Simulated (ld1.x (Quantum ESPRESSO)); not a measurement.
How hard is this scandium (Sc) TM potential?

ld1.x (Quantum ESPRESSO) 7.5 input, shortened:

```
&input
   title='Sc', zed=21., rel=1, dft='PZ', iswitch=3,
   config='[Ar] 3d1 4s2 4p0'
 /
 &inputp
   pseudotype=2, tm=.true., lloc=1,
   nlcc=.true., rcore=0.90
 /
3
3S  1  0   2.00   0.00  1.60  1.60  0.0
3D  3  2   1.00   0.00  2.35  2.35  0.0
3P  2  1   6.00   0.00  1.25  1.25  0.0
 &test
   configts(1)='3s2 3p6 3d1 4s2 4p0'
 /
```

Occupied shells without a wave of their own: 4s. They enter only through the test configuration that unscreens the potential, and ld1.x also counts them in the model core charge.

The pseudo-atom Hamiltonian at the reference potential is diagonalised in spherical Bessel functions j_l(qr) that vanish at 20 bohr, with q² up to the cutoff. All-electron valence levels (Ry): 3s -4.0209, 4s -0.3159, 3d -0.2517, 3p -2.4667, 4p -0.1120.

Q: How do the lowest levels (Ry) of each channel move with the cutoff, and are there ghosts?

A:

| cutoff (Ry) | s #1 | s #2 | s #3 | d #1 | p #1 | p #2 | p #3 | f #1 | f #2 | Σ f·Δε (mRy) |
| --- | --- | --- | --- | --- | --- | --- | --- | --- | --- | --- |
| 8 | -3.9542 | -0.3160 | 0.0029 | 0.0197 | -1.6321 | -0.0650 | 0.0576 | 0.1029 | 0.2170 | 5438.3 |
| 12 | -3.9771 | -0.3276 | 0.0010 | 0.0032 | -2.0660 | -0.0877 | 0.0505 | 0.1029 | 0.2170 | 2749.8 |
| 21 | -3.9980 | -0.3285 | 0.0008 | -0.1273 | -2.4110 | -0.1081 | 0.0452 | 0.1029 | 0.2170 | 505.6 |
| 30 | -4.0156 | -0.3288 | 0.0008 | -0.2253 | -2.4616 | -0.1120 | 0.0442 | 0.1029 | 0.2170 | 68.2 |
| 45 | -4.0191 | -0.3289 | 0.0008 | -0.2514 | -2.4640 | -0.1123 | 0.0442 | 0.1029 | 0.2170 | 20.2 |
| 55 | -4.0199 | -0.3290 | 0.0008 | -0.2516 | -2.4650 | -0.1123 | 0.0442 | 0.1029 | 0.2170 | 12.2 |
| 80 | -4.0208 | -0.3290 | 0.0008 | -0.2517 | -2.4666 | -0.1124 | 0.0441 | 0.1029 | 0.2170 | 0.8 |
| 100 | -4.0208 | -0.3290 | 0.0008 | -0.2517 | -2.4667 | -0.1124 | 0.0441 | 0.1029 | 0.2170 | 0.4 |
| 400 | -4.0209 | -0.3290 | 0.0008 | -0.2517 | -2.4667 | -0.1124 | 0.0441 | 0.1029 | 0.2170 | 0.0 |

Result: no extra level below or beside the all-electron valence levels (s, d, p, f tested); 10 mRy is reached at 60 Ry and 1 mRy at 80 Ry.

ld1.x takes every shell without a wave as core, so the model core holds the 4s electrons as well and exchange and correlation see them twice. This cancels in the reference configuration, but the file is broken for other ones, and its errors say nothing about a proper core correction. Its largest configuration-test error is -1975 meV.
